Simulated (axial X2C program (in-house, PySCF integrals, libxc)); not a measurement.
## Outer orbitals of SnCl⁻ at 2.547 Å, HF

All values were computed with an axial X2C code built on PySCF integrals. Spin-free means the one-electron spin-free X2C Hamiltonian; two-component (2c) means X2C with spin–orbit coupling and atomic mean-field two-electron Coulomb and Gaunt terms, so the difference of the two also holds small scalar two-electron terms. Basis: Sn dyall-acv3z [12s13p10d5f1g], Cl dyall-av3z [9s8p3d2f] (cores contracted in-house); Gaussian nuclei, density fitting, unrestricted open shells. Masses: Sn 119.902 u, Cl 34.969 u.

The distance is close to the 2c PBE0 minimum; the highest filled and lowest empty levels are listed.

Spin-free orbitals, state M_S = 1, Λ = 0 (beyond evenly filled blocks: π+α, π-α) (Löwdin shares):

```csv
symmetry,occupied,ε (eV),atomic character
σα,yes,-30.35,99% Sn d
σβ,yes,-30.29,99% Sn d
π-α,yes,-30.25,100% Sn d
π+α,yes,-30.25,100% Sn d
δ+α,yes,-30.20,100% Sn d
δ-α,yes,-30.20,100% Sn d
π-β,yes,-30.16,100% Sn d
π+β,yes,-30.16,100% Sn d
δ-β,yes,-30.00,100% Sn d
δ+β,yes,-30.00,100% Sn d
σα,yes,-23.21,"82% Cl s, 6% Sn d, 5% Sn p"
σβ,yes,-23.06,"82% Cl s, 6% Sn d, 5% Sn p"
σα,yes,-10.98,"61% Sn s, 32% Cl p, 3% Cl d"
σβ,yes,-8.99,"61% Cl p, 34% Sn s"
π+α,yes,-7.00,"89% Cl p, 4% Sn p, 3% Sn f"
π-α,yes,-7.00,"89% Cl p, 4% Sn p, 3% Sn f"
π-β,yes,-6.70,"91% Cl p, 4% Sn f, 3% Sn d"
π+β,yes,-6.70,"91% Cl p, 4% Sn f, 3% Sn d"
σα,yes,-6.33,"57% Cl p, 19% Sn s, 17% Sn p"
σβ,yes,-5.11,"47% Sn s, 29% Cl p, 19% Sn p"
π-α,yes,-1.91,"86% Sn p, 5% Cl p, 4% Cl d"
π+α,yes,-1.91,"86% Sn p, 5% Cl p, 4% Cl d"
σα,no,3.42,"84% Sn p, 14% Sn s"
σβ,no,3.48,"88% Sn p, 10% Sn s"
π+β,no,3.56,99% Sn p
π-β,no,3.56,99% Sn p
```

Spinors with spin–orbit coupling (state Ω = 1):

```csv
ω,occupied,ε (eV),atomic character,λ mixture
-1/2,yes,-29.83,99% Sn d,"58% σ, 42% π"
1/2,yes,-29.83,100% Sn d,"52% σ, 48% π"
5/2,yes,-29.75,100% Sn d,100% δ
3/2,yes,-29.75,100% Sn d,"71% π, 29% δ"
-3/2,yes,-29.72,100% Sn d,"81% π, 19% δ"
-5/2,yes,-29.56,100% Sn d,100% δ
1/2,yes,-23.21,"82% Cl s, 6% Sn d, 5% Sn p",100% σ
-1/2,yes,-23.06,"82% Cl s, 6% Sn d, 5% Sn p",100% σ
1/2,yes,-10.97,"61% Sn s, 32% Cl p, 3% Cl d",100% σ
-1/2,yes,-9.00,"60% Cl p, 34% Sn s",100% σ
-1/2,yes,-7.05,"89% Cl p, 5% Sn p, 3% Sn f",100% π
3/2,yes,-6.95,"90% Cl p, 4% Sn p, 3% Sn f",100% π
1/2,yes,-6.75,"90% Cl p, 4% Sn f, 3% Sn d","98% π, 2% σ"
-3/2,yes,-6.66,"91% Cl p, 4% Sn f, 3% Sn d",100% π
1/2,yes,-6.31,"58% Cl p, 19% Sn s, 17% Sn p","98% σ, 2% π"
-1/2,yes,-5.12,"47% Sn s, 29% Cl p, 19% Sn p",100% σ
-1/2,yes,-2.09,"86% Sn p, 5% Cl p, 4% Cl d",100% π
3/2,yes,-1.73,"86% Sn p, 5% Cl p, 4% Cl d",100% π
1/2,no,3.43,"84% Sn p, 14% Sn s",100% σ
-1/2,no,3.49,"88% Sn p, 10% Sn s",100% σ
1/2,no,3.55,99% Sn p,100% π
-3/2,no,3.56,99% Sn p,100% π
```

Question: How does the gap between the highest filled and lowest empty level change from the spin-free to the 2c table?

Answer: From 5.33 to 5.16 eV at HF, a change of -0.17 eV.

Mulliken charges and populations of the two-component result (they depend on the basis, above all on diffuse functions):

Sn -0.25 e (s 9.89 p 20.29 d 20.04 f 0.01), Cl -0.75 e (s 6.02 p 11.71 d 0.02). ⟨Lz⟩ = 0.00 ħ and ⟨Sz⟩ = 1.00 ħ (1.01 and -0.02 on the two atoms), which add up to Ω.

The state is one determinant whose occupation by symmetry is held fixed; it was picked as the lowest of a PBE0 search that is not exhaustive. Other states lie close and PBE0, whose exact exchange favours high spin, may order them wrongly; the determinant shown need not be the ground state. The nearest other spin-free determinant of the search, M_S = 0, Λ = 2, lies 0.64 eV up at the distance of the search. With several unpaired electrons one determinant need not be a pure state. Open-shell Ω = 0 determinants with evenly filled partner blocks cannot be reached by this program, so the Ω shown need not be the lowest component. This is the Ω = 1 component of a π² triplet; the 0⁺ component is not one determinant and can lie lowest.
